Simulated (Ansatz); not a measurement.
Method: r2SCAN-D4/def2-SVP run with Ansatz (a program for electronic structure). No frequencies were computed at this level.

Ansatz 0.2 input:
```yaml
crystal:
  periodic: [false, false, false]
  atoms:
    - { symbol: W, position_ang: [0.100982, -0.030946, -0.058685] }
    - { symbol: F, position_ang: [-1.612207, 0.432206, 0.539185] }
    - { symbol: F, position_ang: [-0.284643, 0.945586, -1.649507] }
    - { symbol: F, position_ang: [0.343108, -0.963572, 1.587894] }
    - { symbol: C, position_ang: [0.773928, 1.83334, 0.922499] }
    - { symbol: H, position_ang: [0.218838, 2.684003, 0.48831] }
    - { symbol: H, position_ang: [1.816046, 2.164579, 0.947166] }
    - { symbol: H, position_ang: [0.463614, 1.805026, 1.982481] }
    - { symbol: C, position_ang: [-0.859265, -1.828364, -0.919612] }
    - { symbol: H, position_ang: [-1.38892, -2.360791, -0.108884] }
    - { symbol: H, position_ang: [-0.326718, -2.613476, -1.463556] }
    - { symbol: H, position_ang: [-1.657505, -1.501869, -1.610283] }
    - { symbol: C, position_ang: [2.17047, -0.552833, -0.770014] }
    - { symbol: H, position_ang: [2.295259, -1.427781, -1.422525] }
    - { symbol: H, position_ang: [2.863067, -0.751951, 0.067009] }
    - { symbol: H, position_ang: [2.65677, 0.260194, -1.334857] }
basis:
  gaussian: { orbitals: def2-svp }
hamiltonian:
  xc: r2scan
  dispersion: d4
relax:
  max_steps: 150
```

Output:

```
[...]
these checks for a lower state are left out or cut short: starts, cluster_reference, orbital_swaps, neighbouring_geometries, increment
1747 factors; their error is unknown
mean field -13223.08452551 eV, -485.9393933839 hartree, gradient 1.0e-5 eV, S^2 0.000000; 0 other end points of the search recorded, 0 dependent functions left out
reference -13223.08454939 eV, -485.9393942616 hartree; 34, 34 occupied and 127, 127 virtual orbitals, 1747 factors
relax step   3: F+E_penalty+E_count = -13223.18004001 eV  Δ(F+E_penalty+E_count) = -5.306e-1 eV  max|allowed force component| = 1.413e0 eV/Å  Δτ_max = 0.1951 Å  (45 SCF iters, accepted)
these checks for a lower state are left out or cut short: starts, cluster_reference, orbital_swaps, neighbouring_geometries, increment
1747 factors; their error is unknown
mean field evaluation 64: about -13223.4520 eV, gradient 2.5e-5 eV
mean field -13223.45200988 eV, -485.9528981853 hartree, gradient 2.5e-5 eV, S^2 0.000000; 0 other end points of the search recorded, 0 dependent functions left out
reference -13223.45203383 eV, -485.9528990655 hartree; 34, 34 occupied and 127, 127 virtual orbitals, 1747 factors
relax step   4: F+E_penalty+E_count = -13223.54777418 eV  Δ(F+E_penalty+E_count) = -3.677e-1 eV  max|allowed force component| = 8.428e-1 eV/Å  Δτ_max = 0.1945 Å  (39 SCF iters, accepted)
these checks for a lower state are left out or cut short: starts, cluster_reference, orbital_swaps, neighbouring_geometries, increment
1747 factors; their error is unknown
mean field -13223.70616716 eV, -485.9622382930 hartree, gradient 1.9e-5 eV, S^2 0.000000; 0 other end points of the search recorded, 0 dependent functions left out
reference -13223.70619119 eV, -485.9622391763 hartree; 34, 34 occupied and 127, 127 virtual orbitals, 1747 factors
relax step   5: F+E_penalty+E_count = -13223.80221345 eV  Δ(F+E_penalty+E_count) = -2.544e-1 eV  max|allowed force component| = 5.521e-1 eV/Å  Δτ_max = 0.1951 Å  (40 SCF iters, accepted)
these checks for a lower state are left out or cut short: starts, cluster_reference, orbital_swaps, neighbouring_geometries, increment
1747 factors; their error is unknown
mean field -13223.82879181 eV, -485.9667446660 hartree, gradient 1.2e-5 eV, S^2 0.000000; 0 other end points of the search recorded, 0 dependent functions left out
reference -13223.82881578 eV, -485.9667455469 hartree; 34, 34 occupied and 127, 127 virtual orbitals, 1747 factors
relax step   6: F+E_penalty+E_count = -13223.92577688 eV  Δ(F+E_penalty+E_count) = -1.236e-1 eV  max|allowed force component| = 8.126e-1 eV/Å  Δτ_max = 0.1954 Å  (40 SCF iters, accepted)
these checks for a lower state are left out or cut short: starts, cluster_reference, orbital_swaps, neighbouring_geometries, increment
1747 factors; their error is unknown
mean field -13223.93973669 eV, -485.9708218149 hartree, gradient 1.3e-5 eV, S^2 0.000000; 0 other end points of the search recorded, 0 dependent functions left out
reference -13223.93976069 eV, -485.9708226969 hartree; 34, 34 occupied and 127, 127 virtual orbitals, 1747 factors
relax step   7: F+E_penalty+E_count = -13224.03680786 eV  Δ(F+E_penalty+E_count) = -1.110e-1 eV  max|allowed force component| = 6.942e-1 eV/Å  Δτ_max = 0.1940 Å  (40 SCF iters, accepted)
these checks for a lower state are left out or cut short: starts, cluster_reference, orbital_swaps, neighbouring_geometries, increment
1747 factors; their error is unknown
mean field evaluation 96: about -13224.0493 eV, gradient 1.3e-5 eV
mean field -13224.04933910 eV, -485.9748496292 hartree, gradient 1.3e-5 eV, S^2 0.000000; 0 other end points of the search recorded, 0 dependent functions left out
reference -13224.04936306 eV, -485.9748505099 hartree; 34, 34 occupied and 127, 127 virtual orbitals, 1747 factors
relax step   8: F+E_penalty+E_count = -13224.14641852 eV  Δ(F+E_penalty+E_count) = -1.096e-1 eV  max|allowed force component| = 5.791e-1 eV/Å  Δτ_max = 0.1967 Å  (41 SCF iters, accepted)
these checks for a lower state are left out or cut short: starts, cluster_reference, orbital_swaps, neighbouring_geometries, increment
1747 factors; their error is unknown
mean field -13224.16368976 eV, -485.9790519386 hartree, gradient 1.1e-5 eV, S^2 0.000000; 0 other end points of the search recorded, 0 dependent functions left out
reference -13224.16371351 eV, -485.9790528113 hartree; 34, 34 occupied and 127, 127 virtual orbitals, 1747 factors
relax step   9: F+E_penalty+E_count = -13224.26074970 eV  Δ(F+E_penalty+E_count) = -1.143e-1 eV  max|allowed force component| = 5.299e-1 eV/Å  Δτ_max = 0.2000 Å  (39 SCF iters, accepted)
these checks for a lower state are left out or cut short: starts, cluster_reference, orbital_swaps, neighbouring_geometries, increment
1747 factors; their error is unknown
mean field -13224.25312954 eV, -485.9823387898 hartree, gradient 1.0e-5 eV, S^2 0.000000; 0 other end points of the search recorded, 0 dependent functions left out
reference -13224.25315318 eV, -485.9823396585 hartree; 34, 34 occupied and 127, 127 virtual orbitals, 1747 factors
relax step  10: F+E_penalty+E_count = -13224.35008416 eV  Δ(F+E_penalty+E_count) = -8.933e-2 eV  max|allowed force component| = 5.094e-1 eV/Å  Δτ_max = 0.1976 Å  (39 SCF iters, accepted)
these checks for a lower state are left out or cut short: starts, cluster_reference, orbital_swaps, neighbouring_geometries, increment
1747 factors; their error is unknown
mean field -13224.31944661 eV, -485.9847758973 hartree, gradient 1.2e-5 eV, S^2 0.000000; 0 other end points of the search recorded, 0 dependent functions left out
reference -13224.31947011 eV, -485.9847767608 hartree; 34, 34 occupied and 127, 127 virtual orbitals, 1747 factors
relax step  11: F+E_penalty+E_count = -13224.41647416 eV  Δ(F+E_penalty+E_count) = -6.639e-2 eV  max|allowed force component| = 3.149e-1 eV/Å  Δτ_max = 0.1998 Å  (39 SCF iters, accepted)
these checks for a lower state are left out or cut short: starts, cluster_reference, orbital_swaps, neighbouring_geometries, increment
1747 factors; their error is unknown
mean field -13224.35362087 eV, -485.9860317780 hartree, gradient 2.3e-5 eV, S^2 0.000000; 0 other end points of the search recorded, 0 dependent functions left out
reference -13224.35364435 eV, -485.9860326412 hartree; 34, 34 occupied and 127, 127 virtual orbitals, 1747 factors
relax step  12: F+E_penalty+E_count = -13224.45057180 eV  Δ(F+E_penalty+E_count) = -3.410e-2 eV  max|allowed force component| = 1.720e-1 eV/Å  Δτ_max = 0.1999 Å  (33 SCF iters, accepted)
these checks for a lower state are left out or cut short: starts, cluster_reference, orbital_swaps, neighbouring_geometries, increment
1747 factors; their error is unknown
mean field evaluation 128: about -13224.2142 eV, gradient 2.1e1 eV
mean field -13224.35559967 eV, -485.9861044976 hartree, gradient 1.2e-5 eV, S^2 0.000000; 0 other end points of the search recorded, 0 dependent functions left out
reference -13224.35562309 eV, -485.9861053584 hartree; 34, 34 occupied and 127, 127 virtual orbitals, 1747 factors
relax step  13: F+E_penalty+E_count = -13224.45252625 eV  Δ(F+E_penalty+E_count) = -1.954e-3 eV  max|allowed force component| = 4.951e-1 eV/Å  Δτ_max = 0.1963 Å  (41 SCF iters, accepted)
these checks for a lower state are left out or cut short: starts, cluster_reference, orbital_swaps, neighbouring_geometries, increment
1747 factors; their error is unknown
mean field -13224.37272240 eV, -485.9867337466 hartree, gradient 1.6e-5 eV, S^2 0.000000; 0 other end points of the search recorded, 0 dependent functions left out
reference -13224.37274585 eV, -485.9867346081 hartree; 34, 34 occupied and 127, 127 virtual orbitals, 1747 factors
relax step  14: F+E_penalty+E_count = -13224.46963158 eV  Δ(F+E_penalty+E_count) = -1.711e-2 eV  max|allowed force component| = 1.257e-1 eV/Å  Δτ_max = 0.0350 Å  (34 SCF iters, accepted)
these checks for a lower state are left out or cut short: starts, cluster_reference, orbital_swaps, neighbouring_geometries, increment
1747 factors; their error is unknown
mean field -13224.37318376 eV, -485.9867507012 hartree, gradient 1.5e-5 eV, S^2 0.000000; 0 other end points of the search recorded, 0 dependent functions left out
reference -13224.37320716 eV, -485.9867515612 hartree; 34, 34 occupied and 127, 127 virtual orbitals, 1747 factors
relax step  15: F+E_penalty+E_count = -13224.47013783 eV  Δ(F+E_penalty+E_count) = -5.063e-4 eV  max|allowed force component| = 1.061e-1 eV/Å  Δτ_max = 0.0355 Å  (34 SCF iters, accepted)
these checks for a lower state are left out or cut short: starts, cluster_reference, orbital_swaps, neighbouring_geometries, increment
1747 factors; their error is unknown
mean field -13224.37552328 eV, -485.9868366769 hartree, gradient 1.2e-5 eV, S^2 0.000000; 0 other end points of the search recorded, 0 dependent functions left out
reference -13224.37554669 eV, -485.9868375372 hartree; 34, 34 occupied and 127, 127 virtual orbitals, 1747 factors
relax step  16: F+E_penalty+E_count = -13224.47244570 eV  Δ(F+E_penalty+E_count) = -2.308e-3 eV  max|allowed force component| = 4.492e-2 eV/Å  Δτ_max = 0.0261 Å  (34 SCF iters, accepted)
these checks for a lower state are left out or cut short: starts, cluster_reference, orbital_swaps, neighbouring_geometries, increment
1747 factors; their error is unknown
mean field evaluation 160: about -13224.3762 eV, gradient 1.6e-4 eV
mean field -13224.37624452 eV, -485.9868631819 hartree, gradient 1.0e-5 eV, S^2 0.000000; 0 other end points of the search recorded, 0 dependent functions left out
reference -13224.37626790 eV, -485.9868640412 hartree; 34, 34 occupied and 127, 127 virtual orbitals, 1747 factors
relax step  17: F+E_penalty+E_count = -13224.47316685 eV  Δ(F+E_penalty+E_count) = -7.212e-4 eV  max|allowed force component| = 4.915e-2 eV/Å  Δτ_max = 0.0258 Å  (34 SCF iters, accepted)
these checks for a lower state are left out or cut short: starts, cluster_reference, orbital_swaps, neighbouring_geometries, increment
1747 factors; their error is unknown
mean field -13224.37680996 eV, -485.9868839616 hartree, gradient 1.2e-5 eV, S^2 0.000000; 0 other end points of the search recorded, 0 dependent functions left out
reference -13224.37683333 eV, -485.9868848202 hartree; 34, 34 occupied and 127, 127 virtual orbitals, 1747 factors
relax step  18: F+E_penalty+E_count = -13224.47372839 eV  Δ(F+E_penalty+E_count) = -5.615e-4 eV  max|allowed force component| = 1.847e-2 eV/Å  Δτ_max = 0.0220 Å  (35 SCF iters, accepted)
these checks for a lower state are left out or cut short: starts, cluster_reference, orbital_swaps, neighbouring_geometries, increment
1747 factors; their error is unknown
mean field -13224.37696637 eV, -485.9868897093 hartree, gradient 1.1e-5 eV, S^2 0.000000; 0 other end points of the search recorded, 0 dependent functions left out
reference -13224.37698972 eV, -485.9868905674 hartree; 34, 34 occupied and 127, 127 virtual orbitals, 1747 factors
relax step  19: F+E_penalty+E_count = -13224.47389039 eV  Δ(F+E_penalty+E_count) = -1.620e-4 eV  max|allowed force component| = 1.052e-2 eV/Å  Δτ_max = 0.0170 Å  (35 SCF iters, accepted)
these checks for a lower state are left out or cut short: starts, cluster_reference, orbital_swaps, neighbouring_geometries, increment
1747 factors; their error is unknown
mean field -13224.37701004 eV, -485.9868913144 hartree, gradient 1.1e-5 eV, S^2 0.000000; 0 other end points of the search recorded, 0 dependent functions left out
reference -13224.37703339 eV, -485.9868921723 hartree; 34, 34 occupied and 127, 127 virtual orbitals, 1747 factors
relax step  20: F+E_penalty+E_count = -13224.47393761 eV  Δ(F+E_penalty+E_count) = -4.722e-5 eV  max|allowed force component| = 5.821e-3 eV/Å  Δτ_max = 0.0087 Å  (36 SCF iters, accepted)
1747 factors; their error is unknown
mean field evaluation 192: about -13224.4377 eV, gradient 3.2e0 eV
mean field -13224.37701004 eV, -485.9868913144 hartree, gradient 1.9e-5 eV, S^2 0.000000; 1 other end points of the search recorded, 0 dependent functions left out
reference -13224.37703339 eV, -485.9868921723 hartree; 34, 34 occupied and 127, 127 virtual orbitals, 1747 factors
Total energy: -13224.47396096 eV, -485.9904541947 hartree
Atom 0 at    -0.259436     0.102684    -0.044791 Å, force    -0.002764    -0.003521    -0.001239 eV/Å
Atom 1 at    -1.619141     1.353232     0.392697 Å, force    -0.001609     0.000758     0.000955 eV/Å
Atom 2 at    -0.883166     0.483775    -1.774848 Å, force    -0.000024     0.001622    -0.001026 eV/Å
Atom 3 at    -0.525759    -0.725402     1.614403 Å, force     0.000286    -0.000373     0.001898 eV/Å
Atom 4 at     1.089677     1.323250     1.065073 Å, force     0.003648     0.004019    -0.003582 eV/Å
Atom 5 at     1.261344     2.237367     0.472854 Å, force     0.000536    -0.005052     0.002224 eV/Å
Atom 6 at     2.053367     0.856386     1.309727 Å, force    -0.002941     0.000759    -0.000411 eV/Å
Atom 7 at     0.545597     1.587554     1.985675 Å, force     0.000159    -0.000503    -0.000964 eV/Å
Atom 8 at    -0.313517    -1.957349    -0.605228 Å, force    -0.004173     0.001080    -0.000011 eV/Å
Atom 9 at    -1.349779    -2.241481    -0.336099 Å, force     0.000940     0.000657     0.002479 eV/Å
Atom 10 at     0.380308    -2.572867    -0.012519 Å, force     0.000924    -0.000664    -0.001325 eV/Å
Atom 11 at    -0.164398    -2.121996    -1.680010 Å, force     0.001520    -0.000032    -0.000077 eV/Å
Atom 12 at     1.588186    -0.041989    -1.159309 Å, force     0.005821    -0.002535     0.004350 eV/Å
Atom 13 at     1.443408    -0.550503    -2.122127 Å, force     0.002187     0.001729    -0.001242 eV/Å
Atom 14 at     2.325574    -0.600301    -0.556498 Å, force    -0.002436     0.002182    -0.001307 eV/Å
Atom 15 at     2.000560     0.960993    -1.352379 Å, force    -0.002074    -0.000126    -0.000720 eV/Å
Dipole moment:     0.477635    -0.187085     0.001644 e Å
```

Cost: roughly 5 core-minutes.
